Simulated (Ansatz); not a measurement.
The cluster MoO₂⁺. Charge 1, multiplicity 2. Geometry PBE0-D4/def2-TZVP; atoms count from 1.

| atom | x (Å) | y (Å) | z (Å) |
| --- | --- | --- | --- |
| Mo1 | -1.108 | -0.196 | 0.415 |
| O2 | 0.602 | 0.631 | 0.172 |
| O3 | 0.506 | -0.435 | -0.588 |

In the def2 sets Mo takes a core potential; there is no spin–orbit coupling. The structure holds 1 bond(s) between oxygen atoms. The charge 1 doublet is spin-contaminated (final ⟨S²⟩ up to 2.31, 0.75 for a pure state). Another isomer (doublet) lies 4.02 eV lower at PBE0-D4/def2-TZVP; other spin states weren't run for this one.

Estimate the Mulliken populations from the PBE0/def2-TZVP orbitals of Ansatz.


```json
{"atom": "Mo1", "charge (e)": "1.19", "spin (α − β)": "1.85", "d electrons": "4.40"}
{"atom": "O2", "charge (e)": "-0.10", "spin (α − β)": "-0.42", "d electrons": "–"}
{"atom": "O3", "charge (e)": "-0.10", "spin (α − β)": "-0.42", "d electrons": "–"}
```
Mulliken values depend strongly on the basis.

Where does the spin sit?

Summed by element: Mo 1.85, O -0.85, of 1 unpaired in all. Largest on single atoms: Mo1 1.85, O2 -0.42, O3 -0.42.

And the Mayer bond orders between heavy atoms (over 0.3)?

Mo1–O2 0.99 (1.92 Å); Mo1–O3 0.99 (1.92 Å); O2–O3 1.14 (1.31 Å).
